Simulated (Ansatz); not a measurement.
Ansatz (a program for electronic structure) input (CCSD(T)/def2-SVPD):

Ansatz 0.2 input:
```yaml
crystal:
  periodic: [false, false, false]
  atoms:
    - {symbol: Ga, position_ang: [1.26005344, 0.41450614, 0.33433270]}
    - {symbol: I, position_ang: [-0.56240755, 1.59728327, -1.49759632]}
    - {symbol: I, position_ang: [-0.17460484, -1.83973025, 1.30204323]}
basis:
  gaussian:
    orbitals: def2-SVPD
total_charge: -1
magnetization: {spin_polarized: false}
correlation: {method: ccsd_t, electrons: outside_noble_gas}
output: {forces: true}
```

End of the output:

```
integrals: 0.19 GiB planned
1245 factors; integrals over basis functions are off by at most 1.5e-4 eV
mean field: 0.71 GiB planned
mean field evaluation 1: about -68476.8179 eV, gradient 1.1e1 eV
mean field evaluation 2: about -68476.8428 eV, gradient 1.1e1 eV
mean field evaluation 4: about -68477.3766 eV, gradient 1.1e0 eV
mean field evaluation 8: about -68477.3909 eV, gradient 4.5e-2 eV
mean field evaluation 16: about -68476.8173 eV, gradient 1.1e1 eV
mean field -68477.39092230 eV, -2516.4977007520 hartree, gradient 1.4e-6 eV, S^2 0.000000; 0 other end points of the search recorded, 0 dependent functions left out
32 core orbitals not correlated
reference -68477.39092230 eV, -2516.4977007520 hartree; 9, 9 occupied and 67, 67 virtual orbitals, 1245 factors
densities: 0.43 GiB planned
second order -7.17552848 eV of doubles, -0.00000000 eV of singles
coupled cluster: 0.31 GiB planned
cycle   1  -7.68489945 eV  change   -5.1e-1 eV  update   8.3e-2
cycle   2  -7.88507654 eV  change   -2.0e-1 eV  update   2.8e-2
cycle   3  -7.92527254 eV  change   -4.0e-2 eV  update   1.3e-2
cycle   4  -7.92314806 eV  change    2.1e-3 eV  update   3.3e-3
cycle   5  -7.92208443 eV  change    1.1e-3 eV  update   1.1e-3
cycle   6  -7.92211801 eV  change   -3.4e-5 eV  update   4.0e-4
cycle   7  -7.92214175 eV  change   -2.4e-5 eV  update   1.5e-4
cycle   8  -7.92215859 eV  change   -1.7e-5 eV  update   6.1e-5
cycle   9  -7.92215841 eV  change    1.8e-7 eV  update   2.0e-5
cycle  10  -7.92215254 eV  change    5.9e-6 eV  update   6.9e-6
cycle  11  -7.92215176 eV  change    7.9e-7 eV  update   2.7e-6
perturbative correction -0.25575720 eV, -0.0093989038 hartree
the calculation of the forces begins
Total energy: -68485.56883126 eV, -2516.7982333630 hartree
Atom 0 at     1.260053     0.414506     0.334333 Å, force     0.064021     0.021060     0.016987 eV/Å
Atom 1 at    -0.562408     1.597283    -1.497596 Å, force    -0.033572     0.003307    -0.019764 eV/Å
Atom 2 at    -0.174605    -1.839730     1.302043 Å, force    -0.030449    -0.024367     0.002777 eV/Å
Dipole moment:     0.261789     0.086118     0.069461 e Å
```
